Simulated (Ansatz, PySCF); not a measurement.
System: BeH2, net charge 0, singlet state. 
Coordinates optimised at B3LYP-D3(BJ)/def2-TZVP (Ansatz, a quantum-chemistry and plane-wave program):
```
Be
H 1 1.3301
H 1 1.3301 2 180.00
```

Quantity: vertical ionisation energy (to the doublet state of charge +1; each state is the SCF solution reached for its spin), in eV. Cores are frozen in the correlated levels unless marked. Open shells are spin-unrestricted. No spin-orbit coupling. No relativistic terms. Basis-set limits of correlation are two-point, X^-3; Hartree-Fock from the larger set. The program attaches cautions to a run behind CCSD/def2-SVPD: other roots. The program attaches cautions to a run behind CCSD/def2-TZVPPD: other roots. The program attaches cautions to a run behind CCSD/def2-QZVPPD: other roots. The program attaches cautions to a run behind CCSD/CBS(def2-TZVPPD,def2-QZVPPD): other roots. The program attaches cautions to a run behind CCSD(T)/def2-SVPD: other roots. The program attaches cautions to a run behind CCSD(T)/def2-TZVPPD: other roots. The program attaches cautions to a run behind CCSD(T)/CBS(def2-TZVPPD,def2-QZVPPD): other roots.

| level | program | vertical ionisation energy (eV) | minus last row |
|---|---|---|---|
| SVWN5/def2-TZVPD | Ansatz | 11.61 | -0.51 |
| PBE/def2-TZVPD | Ansatz | 11.63 | -0.49 |
| r2SCAN/def2-TZVPD | Ansatz | 11.66 | -0.46 |
| B3LYP/def2-TZVPD | Ansatz | 11.87 | -0.25 |
| PBE0/def2-TZVPD | Ansatz | 11.80 | -0.32 |
| CAM-B3LYP/def2-TZVPD | Ansatz | 11.97 | -0.15 |
| wB97M-V/def2-TZVPD | Ansatz | 11.95 | -0.17 |
| wB97X-V/def2-TZVPD | Ansatz | 12.01 | -0.11 |
| CCSD/def2-SVPD | Ansatz | 11.96 | -0.16 |
| CCSD/def2-TZVPPD | Ansatz | 12.04 | -0.08 |
| CCSD/def2-QZVPPD | Ansatz | 12.08 | -0.04 |
| CCSD/CBS(def2-TZVPPD,def2-QZVPPD) | Ansatz | 12.11 | -0.01 |
| CCSD(T)/def2-SVPD | Ansatz | 11.97 | -0.15 |
| CCSD(T)/def2-TZVPPD | Ansatz | 12.05 | -0.07 |
| CCSD(T)/CBS(def2-TZVPPD,def2-QZVPPD) | Ansatz | 12.12 | 0.00 |

For comparison, minus the highest occupied orbital energy (PySCF): 8.83 eV at PBE0/def2-TZVPD, 7.60 eV at BP86/def2-TZVPD, 8.27 eV at TPSSh/def2-TZVPD.
